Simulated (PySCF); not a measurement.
# Spin-rotation constants: SMILES CC1(C)C[SiH2][AsH]C1, C5H13AsSi

Molfile (atoms numbered from 1):
```
C5H13AsSi
     RDKit          3D

 20 20  0  0  0  0  0  0  0  0999 V2000
   -0.7361    0.6738    1.2243 C   0  0  0  0  0  0  0  0  0  0  0  0
   -0.5114   -0.1374   -0.0508 C   0  0  0  0  0  0  0  0  0  0  0  0
   -1.7972   -0.9107   -0.3687 C   0  0  0  0  0  0  0  0  0  0  0  0
    0.6484   -1.1161    0.1508 C   0  0  0  0  0  0  0  0  0  0  0  0
    2.3004   -0.1570    0.1547 Si  0  0  0  0  0  4  0  0  0  0  0  0
    1.6185    1.6223   -1.1822 As  0  0  0  0  0  3  0  0  0  0  0  0
   -0.1890    0.7923   -1.2288 C   0  0  0  0  0  0  0  0  0  0  0  0
   -0.9740    0.0152    2.0575 H   0  0  0  0  0  0  0  0  0  0  0  0
    0.1561    1.2427    1.4853 H   0  0  0  0  0  0  0  0  0  0  0  0
   -1.5624    1.3710    1.0926 H   0  0  0  0  0  0  0  0  0  0  0  0
   -2.6340   -0.2274   -0.5037 H   0  0  0  0  0  0  0  0  0  0  0  0
   -1.6820   -1.4932   -1.2814 H   0  0  0  0  0  0  0  0  0  0  0  0
   -2.0416   -1.5933    0.4433 H   0  0  0  0  0  0  0  0  0  0  0  0
    0.6585   -1.8287   -0.6778 H   0  0  0  0  0  0  0  0  0  0  0  0
    0.4949   -1.6943    1.0612 H   0  0  0  0  0  0  0  0  0  0  0  0
    3.3552   -0.9975   -0.4338 H   0  0  0  0  0  0  0  0  0  0  0  0
    2.7147    0.1513    1.5328 H   0  0  0  0  0  0  0  0  0  0  0  0
    1.3585    2.5224    0.0033 H   0  0  0  0  0  0  0  0  0  0  0  0
   -0.9577    1.5665   -1.3232 H   0  0  0  0  0  0  0  0  0  0  0  0
   -0.2252    0.2086   -2.1585 H   0  0  0  0  0  0  0  0  0  0  0  0
  1  2  1  0
  2  3  1  0
  2  4  1  0
  4  5  1  0
  5  6  1  0
  6  7  1  0
  7  2  1  0
  1  8  1  0
  1  9  1  0
  1 10  1  0
  3 11  1  0
  3 12  1  0
  3 13  1  0
  4 14  1  0
  4 15  1  0
  5 16  1  0
  5 17  1  0
  6 18  1  0
  7 19  1  0
  7 20  1  0
M  END
```

Computed, not measured: GIAO HF/pcSseg-1 magnetisability, rotational g tensor and spin-rotation constants, non-relativistic, gas phase in PySCF. Geometry: GFN2-xTB.

The calculation is non-relativistic, which matters for the atoms heavier than Zn.

Q: Give the nuclear spin-rotation constants along the inertial axes (H = +C I·J) beside the isotropic shieldings.

A: Rotational constants 2.2253, 1.1118, 0.9041 GHz. A star marks the isotopologue with that one atom substituted, in its own axes.
| atom | isotope | Caa (kHz) | Cbb (kHz) | Ccc (kHz) | mean (kHz) | σ (ppm) |
| --- | --- | --- | --- | --- | --- | --- |
| As6 | 75As | 1.946 | 1.147 | 0.950 | 1.348 | 1935.0 |
| H8 | 1H | -0.084 | -0.077 | -0.093 | -0.085 | 31.4 |
| H9 | 1H | -0.041 | -0.112 | -0.074 | -0.075 | 30.8 |
| H10 | 1H | -0.249 | 0.000 | -0.091 | -0.113 | 31.5 |
| H11 | 1H | -0.237 | 0.008 | -0.091 | -0.107 | 30.9 |
| H12 | 1H | -0.248 | -0.133 | 0.024 | -0.119 | 31.1 |
| H13 | 1H | -0.069 | -0.068 | -0.095 | -0.077 | 30.7 |
| H14 | 1H | -0.248 | -0.135 | 0.012 | -0.123 | 31.7 |
| H15 | 1H | -0.103 | -0.069 | -0.096 | -0.089 | 31.4 |
| H16 | 1H | -0.170 | -0.047 | -0.026 | -0.081 | 28.1 |
| H17 | 1H | -0.209 | -0.065 | 0.006 | -0.089 | 27.9 |
| H18 | 1H | -0.239 | -0.111 | 0.012 | -0.113 | 29.7 |
| H19 | 1H | -0.246 | 0.004 | -0.085 | -0.109 | 30.6 |
| H20 | 1H | -0.260 | -0.120 | 0.016 | -0.121 | 31.0 |
| C1 | 13C* | 0.375 | 0.160 | 0.111 | 0.215 | 166.2 |
| C2 | 13C* | 0.314 | 0.161 | 0.160 | 0.212 | 159.8 |
| C4 | 13C* | 0.361 | 0.121 | 0.141 | 0.208 | 168.3 |
| Si5 | 29Si* | -1.106 | -0.597 | -0.542 | -0.748 | 421.5 |
| C7 | 13C* | 0.323 | 0.163 | 0.163 | 0.216 | 158.4 |

For the geometry as given, no vibrational averaging.

Q: How do the rotational constants and the g tensor change when H8, H9, H10, H11, H12, H13, H14, H15, H16, H17, H18, H19, H20 are replaced by deuterium?

A: Constants 1.8052, 0.9516, 0.7887 GHz; g -0.0060, -0.0051, -0.0024, against -0.0075, -0.0058, -0.0027 before.
